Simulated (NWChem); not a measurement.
System: C$_{3}$H$_{4}$BFO; SMILES B(C#C)(F)OC

```xyz
10

B      0.2166     0.0922     0.0003
C     -0.1522     1.5825     0.0000
C     -0.4332     2.7772    -0.0002
H     -0.6833     3.8300    -0.0004
F      1.5142    -0.2733     0.0003
O     -0.7657    -0.8392     0.0004
C     -0.5058    -2.2384     0.0009
H     -0.9698    -2.6895     0.9015
H     -0.9750    -2.6908    -0.8964
H      0.5800    -2.4630    -0.0021
```
Atoms are numbered in this order, from 1.

Level: PBE-D3(BJ)/def2-SVP (NWChem), optimised geometry, unscaled harmonic frequencies. 

```csv
frequency (cm⁻¹),IR intensity (km/mol)
72,0.0
125,6.5
142,4.3
251,6.7
270,0.0
461,3.5
480,7.3
641,40.4
680,33.7
718,10.1
719,29.4
1034,16.3
1142,0.1
1147,26.7
1254,378.0
1359,305.6
1422,2.5
1424,4.8
1468,213.6
2131,82.5
2967,52.0
3060,16.6
3069,12.2
3396,42.9
```

```
Quantity                                                                           Result
-----------------------------------------------------------------------  ----------------
zero-point energy                                                           42.1 kcal/mol
thermal correction to the enthalpy at 298.15 K (with zero-point energy)     47.0 kcal/mol
heat capacity Cv                                                         22.7 cal/(mol K)
entropy at 298.15 K and 1 atm (symmetry number 1)                        82.3 cal/(mol K)
dipole moment                                                                      1.06 D
```

Rigid rotor and harmonic oscillator; modes under 100 cm⁻¹ make the entropy uncertain.
